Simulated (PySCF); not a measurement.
HSE06 on O- (oxygen, charge -1), [He] 2s2 2p5, 2P determinant. All numbers are calculated (PySCF 2.14, no relativity, point nucleus, in aug-cc-pVQZ).

```
cycle= 1 E= -75.0787688916201  delta_E= -0.00685  |g|= 0.0465  |ddm|= 0.274
cycle= 2 E= -75.0753258515629  delta_E= 0.00344  |g|= 0.108  |ddm|= 0.177
cycle= 3 E= -75.0801032493724  delta_E= -0.00478  |g|= 0.0121  |ddm|= 0.107
cycle= 4 E= -75.0801952993365  delta_E= -9.2e-05  |g|= 0.00226  |ddm|= 0.0188
cycle= 5 E= -75.080206587955  delta_E= -1.13e-05  |g|= 0.000331  |ddm|= 0.0114
cycle= 6 E= -75.0802061717197  delta_E= 4.16e-07  |g|= 2.77e-05  |ddm|= 0.00205
cycle= 7 E= -75.080206172095  delta_E= -3.75e-10  |g|= 1.36e-06  |ddm|= 3.39e-05
converged SCF energy = -75.080206172095  <S^2> = 0.75715023  2S+1 = 2.0071375
```

Highest occupied orbital energy: 1.598 eV; ⟨L²⟩ = 2.03; populations by l: s 4.00, p 5.00, d 0.00, f 0.00.

Question: Can this result be used?

Answer: With care. The run converged. At HSE06 the highest occupied level has a positive energy, so only the finite basis holds that electron; in a semilocal or global hybrid functional this comes from self-interaction and does not mean that the real anion is unbound.
